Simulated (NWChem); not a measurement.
System: GeCl3F; SMILES [Cl][Ge]([F])([Cl])[Cl]

```xyz
5

F      0.0000     0.0000     1.9204
Ge     0.0000     0.0000     0.2032
Cl     0.7317    -1.8773    -0.4461
Cl     1.2599     1.5723    -0.4461
Cl    -1.9916     0.3050    -0.4461
```
Atoms are numbered in this order, from 1.

Results from NWChem. Pople sets run with spherical d functions. Structure relaxed at the PBE0/def2-SVP level. GIAO values for the isolated, static molecule; σ is the absolute isotropic shielding, δ = σ(reference) − σ with the isolated reference molecule computed at the same levels (19F: trichlorofluoromethane).

```json
[
 {"level": "B3LYP/6-311G**", "δ F1 (ppm)": "-50.7", "σ Ge2 (ppm)": "1216.9", "σ Cl3 (ppm)": "719.2"},
 {"level": "PBE/pcSseg-1", "δ F1 (ppm)": "-68.2", "σ Ge2 (ppm)": "1170.6", "σ Cl3 (ppm)": "699.3"},
 {"level": "Hartree-Fock/6-31G*", "δ F1 (ppm)": "-63.6", "σ Ge2 (ppm)": "1606.5", "σ Cl3 (ppm)": "915.8"},
 {"level": "BHandHLYP/pcSseg-1", "δ F1 (ppm)": "-81.0", "σ Ge2 (ppm)": "1288.9", "σ Cl3 (ppm)": "797.4"}
]
```
